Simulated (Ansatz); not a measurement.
## Ligand exchange: AlH(CH3)I + C2H4S → AlH(CH3)(SH) + C2H3I

Species: AlH(CH3)I, singlet; C2H4S `C=CS`, singlet; AlH(CH3)(SH), singlet; C2H3I (vinyl iodide) `C=CI`, singlet. The partners trade I for SH: Al–I and C–SH bonds give way to Al–SH and C–I.

Shapes, held fixed at every level: PBE0-D4/def2-TZVP. Flexible molecules stand in one conformer, not always the lowest. Programs: Ansatz 0.2.0. Electronic energies: no zero-point or thermal term.

(1) Estimate ΔE of this reaction.

Answers

(1) The highest level, CCSD(T)/def2-TZVPP, gives ΔE = +38.6 kJ/mol; the levels span +38.6 to +44.2. The column of differences is taken from that level and isn't an error. No measured value is set beside it here. For atoms past krypton def2 sets carry core potentials with scalar relativity. Outer-core shells of I are correlated, in sets that cover them unevenly. Times are processor times on shared x86 and Arm servers, and rough.

```csv
level,kind,ΔE (kJ/mol),less CCSD(T)/def2-TZVPP,CPU time (sum over the molecules)
PBE-D4/def2-TZVPP,GGA,+42.5,+3.9,18 s
B3LYP-D4/def2-TZVPP,global hybrid,+42.1,+3.5,27 s
wB97M-V/def2-TZVPP,range-separated hybrid,+44.2,+5.6,73 s
B2PLYP/def2-TZVPP,double hybrid,+42.3,+3.7,39 s
MP2/def2-TZVPP,perturbation theory,+41.4,+2.8,–
CCSD/def2-TZVPP,coupled cluster or CI,+40.5,+1.9,–
CCSD(T)/def2-TZVPP,coupled cluster or CI,+38.6,0.0,4.6 min
```
